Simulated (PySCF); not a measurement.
# Zr²⁹⁺ (zirconium, charge +29) across methods

[Ne] 3s1, 2S determinant. Calculation: PySCF 2.14, in an even-tempered Gaussian basis (18 s from 3.9 bohr⁻², ratio 2.5; 11 p from 5 bohr⁻², ratio 2.5; 5 d from 19 bohr⁻², ratio 2.7; 4 f from 29 bohr⁻², ratio 2.7); scalar relativity by spin-free X2C-1e. The B2PLYP total includes its PT2 part (frozen core); its orbital energies are those of the SCF part.

```csv
method,E (hartree),mean ε 2p α (eV),mean ε 2p β (eV),mean ε 3s α (eV),Σ⟨r²⟩ (bohr²),⟨S²⟩
UHF,-2976.04556,-3739.3,-3736.4,-1581.6,0.3763,0.750
B3LYP,-2976.40,-3673.3,-3671.2,-1564.8,0.3760,0.750
B2PLYP,-2976.56,-3700.7,-3698.3,-1571.8,0.3761,0.750
r2SCAN,-2976.55,-3665.7,-3663.7,-1560.0,0.3763,0.750
LDA,-2971.94,-3653.7,-3651.7,-1558.9,0.3764,0.750
PBE0,-2976.23,-3677.1,-3674.8,-1565.3,0.3761,0.750
```

(1) Estimate the same row for PBE.

Results:

(1) E (hartree) = -2976.15; mean ε 2p α (eV) = -3655.9; mean ε 2p β (eV) = -3653.7; mean ε 3s α (eV) = -1559.6; Σ⟨r²⟩ (bohr²) = 0.3761; ⟨S²⟩ = 0.750.
